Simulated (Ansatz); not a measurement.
H6FNSSi2 (SMILES N[SiH2]S[SiH2]F), singlet, at a GFN2-xTB geometry; Ansatz (a quantum-chemistry and plane-wave program) with MP2/def2-SVP.

The Ansatz input:
Ansatz 0.2 input:
```yaml
crystal:
  periodic: [false, false, false]
  atoms:
    - {symbol: Si, position_ang: [1.81975978, -0.27029946, 0.43539478]}
    - {symbol: F, position_ang: [1.99495479, 1.29899817, 0.11599745]}
    - {symbol: S, position_ang: [0.02823953, -0.97209676, -0.45291963]}
    - {symbol: Si, position_ang: [-1.39036620, 0.57635927, 0.08423352]}
    - {symbol: N, position_ang: [-2.87254997, -0.16908583, -0.32431095]}
    - {symbol: H, position_ang: [1.76600459, -0.31754097, 1.88276844]}
    - {symbol: H, position_ang: [2.90896960, -0.95143327, -0.22306656]}
    - {symbol: H, position_ang: [-1.00960482, 1.77718197, -0.65573302]}
    - {symbol: H, position_ang: [-1.34927265, 0.78886098, 1.52609194]}
    - {symbol: H, position_ang: [-2.89373870, -0.88627608, -1.03061544]}
    - {symbol: H, position_ang: [-3.73244385, 0.35053522, -0.30132796]}
basis:
  gaussian:
    orbitals: def2-SVP
magnetization: {spin_polarized: false}
correlation: {method: mp2}
```

It wrote (shortened):

```
Functional definition: HF
1069 factors; integrals over basis functions are off by at most 1.2e-3 eV
mean field evaluation 1: about -30813.0162 eV, gradient 3.8e1 eV
mean field evaluation 2: about -30813.0186 eV, gradient 3.8e1 eV
mean field evaluation 4: about -30816.3960 eV, gradient 2.9e0 eV
mean field evaluation 8: about -30816.4306 eV, gradient 2.0e-1 eV
mean field -30816.43076326 eV, -1132.4829424226 hartree, gradient 1.9e-6 eV, S^2 0.000000; 0 other end points of the search recorded, 0 dependent functions left out
17 core orbitals not correlated
reference -30816.43076326 eV, -1132.4829424226 hartree; 16, 16 occupied and 79, 79 virtual orbitals, 1069 factors
second order -18.43462371 eV of doubles, -0.00000000 eV of singles
Total energy: -30834.86538697 eV, -1133.1604023486 hartree
```
